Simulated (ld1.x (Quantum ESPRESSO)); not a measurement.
# Before and after: TM potential for Cl (Z = 17)

```json
{
 "Element": "Cl",
 "Generator": "ld1.x (Quantum ESPRESSO) 7.5",
 "Type": "norm-conserving Troullier–Martins (Kleinman–Bylander form)",
 "Functional": "PBEsol",
 "Relativity": "scalar-relativistic",
 "Frozen core": "[Ne]",
 "Valence charge": "7",
 "Reference configuration": "3s1 3p6",
 "Partial waves": "3s (bound): rc 1.05 bohr; 3p (bound): rc 1.25 bohr; 3d channel at 0.05 Ry: rc 1.35 bohr",
 "Local potential": "all-electron potential smoothed inside 0.80 bohr (lloc = -1)",
 "Core correction": "a·sin(br)/r model core, default radius (core density twice the valence density)"
}
```

All-electron outer shells of the reference configuration (PBEsol, scalar-relativistic, ld1.x):

| shell | level (eV) | outermost node (bohr) | outermost maximum (bohr) |
| --- | --- | --- | --- |
| 2s | -253.55 | 0.12 | 0.36 |
| 2p | -192.76 | – | 0.30 |
| 3s | -21.27 | 0.55 | 1.27 |
| 3p | -9.10 | 0.53 | 1.43 |

Change: all radii but the core radius scaled by about 0.78 (s 0.82, p 0.98, d 1.06 bohr); local potential all-electron potential smoothed inside 0.62 bohr (lloc = -1).

Cutoffs: the cutoffs (Ry, on a coarse ladder) from which the occupation-weighted sum of valence levels, in a spherical-Bessel basis at the reference potential, stays within 10 and 1 mRy of its value at 400 Ry; they do not see the model core or the augmentation charge, which bear on the density cutoff. Errors are all-electron minus pseudo energies relative to the spin-unpolarised reference configuration.

Problem. What does the change do?

Solution. Both files keep a bound ghost (s); of the 7 tests that both files solve, the error grows in 4 and shrinks in 3 by more than 15 % and 0.3 meV (median size 1.9 → 3.4 meV).

```tsv
quantity	base	changed
cutoff, loose	70 Ry	260 Ry
cutoff, tight	140 Ry	over 300 Ry
loose cutoff by channel (10 mRy a level)	s 70 Ry, p 12 Ry	s 260 Ry, p 100 Ry
bound ghosts	s	s
error for 3s2 3p5, meV [ΔE -12.11 eV]	-1.9	-0.3
error for 3s2 3p4, meV [ΔE 1.72 eV]	+0.8	+3.4
error for 3s2 3p3, meV [ΔE 27.12 eV]	+8.1	+24
error for 3s2 3p1, meV [ΔE 117.57 eV]	+11	+69
error for 3s2 3p5.3, meV [ΔE -14.24 eV]	-1.9	+0.7
error for 3s2 3p4.5, meV [ΔE -6.55 eV]	-1.1	-0.2
error for 3s1 3p5, meV [ΔE 14.39 eV]	+2.9	+6.3
```

 A true bound ghost makes a file unfit for plane-wave use even where its test errors are small: the radial tests pick states by their node count and pass the ghost by.
